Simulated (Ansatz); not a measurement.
Ansatz results at the PBE0-D4/def2-TZVP geometry: HOMO energy (B3LYP/def2-TZVPP) -6.88 eV; HOMO energy (PBE/def2-TZVPP) -5.89 eV; HOMO–LUMO gap (ωB97M-V/def2-TZVPP) 8.72 eV.

Question: Which molecule gave them?
A. `[BH]1C[SiH2][O][AlH]1`
B. `C[Si]1(O)[BH][AlH]1`
C. `C=N[SiH](F)F`
D. `C=N[SiH](F)CCl`

Answer: A. The others give `C=N[SiH](F)F`: -7.58, -6.34, 10.82; `C[Si]1(O)[BH][AlH]1`: -5.22, -4.63, 7.57; `C=N[SiH](F)CCl`: -7.41, -6.19, 10.78.

B3LYP here is the variant with VWN-RPA as its local correlation; programs differ in this.
